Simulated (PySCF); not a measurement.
**Frontier levels across methods**

Compound: C2H9BN2.
Z-matrix (Å and degrees, PBE0-D3(BJ)/def2-SVP geometry), rows numbered from 1:
```
C 
N   1  1.4364
B   2  1.4133  1  126.07
N   3  1.4134  2  122.80  1  -179.05
C   4  1.4366  3  126.20  2  -178.52
H   1  1.1055  2  112.69  3  -120.08
H   1  1.0991  2  109.30  3    -0.90
H   1  1.1058  2  112.75  3   118.28
H   2  1.0133  1  114.16  3  -179.83
H   3  1.2141  2  118.62  1     1.03
H   4  1.0134  3  119.66  2     0.67
H   5  1.1059  4  112.77  3   116.77
H   5  1.0990  4  109.28  3    -2.43
H   5  1.1054  4  112.64  3  -121.61
```

Basis pcSseg-1 throughout (PySCF), one geometry. One conformer (not necessarily the lowest) at the PBE0-D3(BJ)/def2-SVP geometry, without solvent, vibrations or thermal averaging.

Task: How do the orbital energies, the gap and the dipole change with the method?

Result: 
```json
{"method": "BLYP", "kind": "GGA", "HOMO (eV)": "-4.65", "LUMO (eV)": "0.65", "gap (eV)": "5.29", "μ (D)": "1.51", "SCF cycles": "14"}
{"method": "PBE", "kind": "GGA", "HOMO (eV)": "-4.78", "LUMO (eV)": "0.68", "gap (eV)": "5.45", "μ (D)": "1.52", "SCF cycles": "13"}
{"method": "OPBE", "kind": "GGA", "HOMO (eV)": "-4.78", "LUMO (eV)": "0.84", "gap (eV)": "5.62", "μ (D)": "1.48", "SCF cycles": "13"}
{"method": "B97-D", "kind": "GGA", "HOMO (eV)": "-4.79", "LUMO (eV)": "0.81", "gap (eV)": "5.60", "μ (D)": "1.48", "SCF cycles": "13"}
{"method": "KT2", "kind": "GGA", "HOMO (eV)": "-4.87", "LUMO (eV)": "0.70", "gap (eV)": "5.57", "μ (D)": "1.45", "SCF cycles": "13"}
{"method": "BP86", "kind": "GGA", "HOMO (eV)": "-4.88", "LUMO (eV)": "0.83", "gap (eV)": "5.72", "μ (D)": "1.51", "SCF cycles": "12"}
{"method": "LDA", "kind": "LDA", "HOMO (eV)": "-4.89", "LUMO (eV)": "0.57", "gap (eV)": "5.45", "μ (D)": "1.55", "SCF cycles": "13"}
{"method": "KT3", "kind": "GGA", "HOMO (eV)": "-4.90", "LUMO (eV)": "0.51", "gap (eV)": "5.40", "μ (D)": "1.44", "SCF cycles": "13"}
{"method": "B97-2", "kind": "global hybrid", "HOMO (eV)": "-5.85", "LUMO (eV)": "1.58", "gap (eV)": "7.44", "μ (D)": "1.42", "SCF cycles": "12"}
{"method": "B3LYP", "kind": "global hybrid", "HOMO (eV)": "-5.87", "LUMO (eV)": "1.21", "gap (eV)": "7.07", "μ (D)": "1.45", "SCF cycles": "12"}
{"method": "PBE0", "kind": "global hybrid", "HOMO (eV)": "-6.10", "LUMO (eV)": "1.58", "gap (eV)": "7.68", "μ (D)": "1.44", "SCF cycles": "12"}
{"method": "mPW1PW91", "kind": "global hybrid", "HOMO (eV)": "-6.14", "LUMO (eV)": "1.55", "gap (eV)": "7.69", "μ (D)": "1.42", "SCF cycles": "12"}
{"method": "BHandHLYP", "kind": "global hybrid", "HOMO (eV)": "-7.34", "LUMO (eV)": "2.26", "gap (eV)": "9.60", "μ (D)": "1.37", "SCF cycles": "12"}
{"method": "CAM-B3LYP", "kind": "range-separated hybrid", "HOMO (eV)": "-7.45", "LUMO (eV)": "2.40", "gap (eV)": "9.85", "μ (D)": "1.42", "SCF cycles": "12"}
{"method": "wB97X-D", "kind": "range-separated hybrid", "HOMO (eV)": "-7.97", "LUMO (eV)": "3.46", "gap (eV)": "11.43", "μ (D)": "1.41", "SCF cycles": "12"}
{"method": "LC-wPBE", "kind": "range-separated hybrid", "HOMO (eV)": "-8.82", "LUMO (eV)": "3.79", "gap (eV)": "12.62", "μ (D)": "1.40", "SCF cycles": "12"}
{"method": "HF", "kind": "Hartree–Fock", "HOMO (eV)": "-9.33", "LUMO (eV)": "4.48", "gap (eV)": "13.81", "μ (D)": "1.27", "SCF cycles": "9"}
```

The HOMO spans 4.69 eV, from BLYP down to HF, and the gap runs from 5.29 eV (BLYP) to 13.81 eV (HF). Over the methods BLYP (0 %), PBE (0 %), OPBE (0 %), B97-D (0 %), KT2 (0 %), BP86 (0 %), LDA (0 %), KT3 (0 %), B97-2 (21 %), B3LYP (20 %), PBE0 (25 %), mPW1PW91 (25 %), BHandHLYP (50 %), HF (100 %), a straight line through the gap against the share of exact exchange rises by 0.83 eV for each 10 % (correlation coefficient 0.999). The dipole ranges from 1.27 D (HF) to 1.55 D (LDA). This basis has no diffuse functions.
